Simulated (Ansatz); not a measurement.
Input and output for `[CH3][GeH][C]#N` radical.

```yaml
crystal:
  periodic: [false, false, false]
  atoms:
    - {symbol: C, position_ang: [-0.712256, 0.924824, -0.377485]}
    - {symbol: Ge, position_ang: [-0.106764, -0.452545, 0.863111]}
    - {symbol: C, position_ang: [1.645742, -1.029368, 0.322460]}
    - {symbol: N, position_ang: [2.730593, -1.326082, 0.062452]}
    - {symbol: H, position_ang: [-1.703333, 1.272620, -0.088174]}
    - {symbol: H, position_ang: [-0.016702, 1.762857, -0.368748]}
    - {symbol: H, position_ang: [-0.754771, 0.503518, -1.384014]}
    - {symbol: H, position_ang: [-0.990210, -1.713125, 0.914699]}
basis:
  gaussian: {orbitals: cc-pVTZ-DK, nuclear_model: gaussian}
magnetization: {spin_polarized: true, initial_magnetization: 1}
hamiltonian: {xc: {name: HF}}
correlation: {method: mp2}
```

```sh
$ ansatz run in.yaml --threads 4 --pin off --events-out ev --progress --plain --max-ram 10444MiB
```

It prints (some lines left out):

```
Functional definition: HF
1115 factors; integrals over basis functions are off by at most 1.0e-3 eV
mean field evaluation 1: about -60668.4587 eV, gradient 2.7e1 eV
mean field evaluation 2: about -60668.4646 eV, gradient 2.7e1 eV
mean field evaluation 4: about -60672.5721 eV, gradient 4.3e0 eV
mean field evaluation 8: about -60672.7417 eV, gradient 2.7e-1 eV
mean field evaluation 16: about -60672.3852 eV, gradient 2.4e0 eV
mean field -60672.74937336 eV, -2229.6824140044 hartree, gradient 4.7e-6 eV, S^2 0.790674; 2 other end points of the search recorded, 0 dependent functions left out
12 core orbitals not correlated: weight in the atoms' cores, before any rotation towards them, 1.000 or more for the frozen orbitals, at most 0.000 for the correlated occupied ones
reference -60672.74937336 eV, -2229.6824140044 hartree; 16, 15 occupied and 161, 162 virtual orbitals, 1115 factors
second order -18.78378335 eV of doubles, -0.00000000 eV of singles
Total energy: -60691.53315671 eV, -2230.3727053102 hartree
Relativity: scalar
```

Run time 4.1 s (4 threads of an AMD EPYC 7B13 on a shared host); peak host memory 0.48 GiB.
